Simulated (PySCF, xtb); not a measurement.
CH8BNO2Si, SMILES OB(O)N[SiH2]C.

xtb 6.7.1 with GFN2-xTB at its own geometry gives an orbital gap of 5.79 eV and a dipole moment of 3.10 D.

The structure is a stationary point at r2SCAN-D4/def2-SVP. This is a generated structure with no PubChem entry under its InChIKey; it may be hypothetical. One conformer was computed; it need not be the lowest.

### Question
What does PBE/def2-TZVP run with PySCF give? (An estimate is asked for; the answer gives what the named calculation found.)

### Answer
gap 5.64 eV (levels -6.32 and -0.67 eV), dipole 3.28 D.
